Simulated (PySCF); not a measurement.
C2HF4, SMILES FC(F)([CH]F)F, multiplicity 2. Atoms are numbered in the order given.

```xyz
7

F      1.7860    -0.8823    -0.1271
C      1.0999     0.2330    -0.3193
C     -0.3528     0.1712     0.0120
F     -0.5732     0.0324     1.3361
F     -0.9547    -0.8598    -0.5947
F     -0.9406     1.3102    -0.3800
H      1.6598     1.1702    -0.2640
```
Charge 0, spin multiplicity 2.

Coordinates come from a B3LYP-D3(BJ)/def2-SVP optimisation. The isomer is the one that the SMILES or the coordinates give; other isomers of the formula were not compared.

All values below come from PySCF with B3LYP/pcH-1.

Unrestricted Kohn–Sham, ⟨S²⟩ = 0.753. Hyperfine tensors hold the contact and dipolar terms, without spin-orbit corrections.

Computed hyperfine couplings:
| nucleus | A(iso) (MHz) | A(iso) (G) | dipolar principal values (MHz) |
|---|---|---|---|
| 19F no. 1 | 172.3 | 61.5 | -306.9, -268.5, 575.4 |
| 13C no. 2 | 172.8 | 61.7 | -84.4, -82.0, 166.4 |
| 13C no. 3 | -26.3 | -9.4 | -3.2, -1.6, 4.8 |
| 19F no. 4 | 153.6 | 54.8 | -82.0, -77.8, 159.8 |
| 19F no. 5 | 43.6 | 15.6 | -29.3, -27.9, 57.2 |
| 19F no. 6 | -0.1 | 0.0 | -20.5, -14.4, 34.8 |
| 1H no. 7 | -50.5 | -18.0 | -36.0, -4.2, 40.2 |

Question: And the g tensor (effective nuclear charges for spin-orbit coupling, GIAO)? (The exact figures need the calculation; the answer reports its results.)

Answer: principal values 2.0022, 2.0039, 2.0055; isotropic 2.0039.
